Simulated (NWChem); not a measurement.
Species: SeF₄; SMILES [Se](F)(F)(F)F

```xyz
5

Se     0.0000     0.0000     0.3249
F      0.6110     1.6616     0.1591
F      1.2307    -0.4525    -0.7739
F     -0.6110    -1.6616     0.1591
F     -1.2307     0.4525    -0.7739
```
Atoms are numbered in this order, from 1.

Level: PBE0/def2-SVP (NWChem), optimised geometry, unscaled harmonic frequencies. This build's default masses of Se (78.918 u) and Br (79.917 u) are each other's, which moves their modes by up to 0.6 %.

Task: List the harmonic frequencies with IR intensities, and the thermochemistry.

Result: 
```
frequency (cm⁻¹)  IR intensity (km/mol)
----------------  ---------------------
167                                 0.6
242                                13.1
357                                 0.0
361                                31.4
395                                14.7
602                                 1.1
682                               300.1
735                                94.1
750                                56.7
```

The zero-point energy is 6.1 kcal/mol and the thermal correction to the enthalpy at 298.15 K (with zero-point energy) is 10.1 kcal/mol. The heat capacity Cv is 17.6 cal/(mol K). The entropy at 298.15 K and 1 atm (symmetry number 2) is 74.7 cal/(mol K) and the dipole moment is 1.96 D.

Rigid rotor and harmonic oscillator.
